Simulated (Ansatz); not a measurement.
Computed with Ansatz on PBE0-D4/def2-TZVP structures; ΔE is electronic, products minus reactants. CBS: MP2 limit from def2 TZ/QZ plus the TZ coupled-cluster correction, frozen cores. Functionals use def2-TZVPP. def2 core potentials past Kr. For I outer-core shells are correlated without core-valence functions, which leaves a few kJ/mol of doubt a bond. Each species was taken in one conformer, which may not be the lowest.

Reaction (formal exchange of groups at a B–C bond): `BC(=C)CI` + `CB(O)F` → `BCB(O)F` + `C=CCI`

```tsv
level	ΔE (kcal/mol)
PBE-D4	3.1
MP2/CBS(def2)	4.4
```

**Question.** What does CCSD(T)/CBS give? (An estimate is asked.)

**Answer.** Ansatz gave: +3.8 kcal/mol. The listed levels differ from it by -0.7, 0.6 kcal/mol.

Largest T1 diagnostic among the species: 0.013.

The D4 term adds +0.8 kcal/mol with B3LYP and +0.4 kcal/mol with PBE0; it sums over pairs of atoms, weighted by their polarisabilities, and B3LYP, whose exchange is more repulsive, gets the larger term.

B3LYP here is the variant with VWN-RPA as its local correlation; programs differ in this.
